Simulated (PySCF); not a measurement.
# Two-component Hartree-Fock for Ar+ (argon, charge +1)

Start: [Ne] 3s1 3p6; 3s1/2 filled at m_j = +1/2. Calculated with PySCF 2.14 in x2c-SVPall-2c with one added diffuse shell each of s, p type (5s5p1d, 25 functions): generalised Hartree-Fock with the X2C-1e Hamiltonian and a Gaussian nucleus; one run each with spin-orbit coupling (SO) switched off, then screened by Boettger's factors. This is a chosen level, not necessarily the ground level.

```csv
spinor shell,electrons,"ε, spin-free (eV)","ε, screened SO (eV)",weight of nominal j (screened SO),"rms radius, screened SO (bohr)"
1s1/2,2,-3255.2,-3255.2,1.000,0.0993
2s1/2,2,-353.21,-353.21,1.000,0.447
2p1/2,2,-276.76,-278.38,0.975,0.415
2p3/2,4,-276.76,-275.95,0.988,0.417
3s1/2,1,-50.174,-50.174,1.000,1.46
3p1/2,2,-28.288,-28.368,0.666,1.71
3p3/2,4,-28.288,-28.249,0.833,1.72
```

```json
{"quantity": "E (hartree)", "spin-free": "-527.19265", "screened SO": "-527.19353"}
{"quantity": "M_J", "spin-free": "1/2", "screened SO": "1/2"}
{"quantity": "⟨J²⟩", "spin-free": "0.759", "screened SO": "0.759"}
{"quantity": "⟨L²⟩", "spin-free": "0.000", "screened SO": "0.000"}
{"quantity": "⟨S²⟩", "spin-free": "0.759", "screened SO": "0.759"}
```

Each row is a mean over spinors that exchange with the open shell spreads, by up to 4.169 eV (3p3/2).

Rows whose weight is well below 1 are mixtures of j = l ± 1/2: exchange outweighs spin-orbit coupling there, and the label is only the starting occupation.

Without spin-orbit coupling the j labels of p, d and f shells carry no meaning; the spin-free column gives the mean over the occupied spinors of each nl shell.
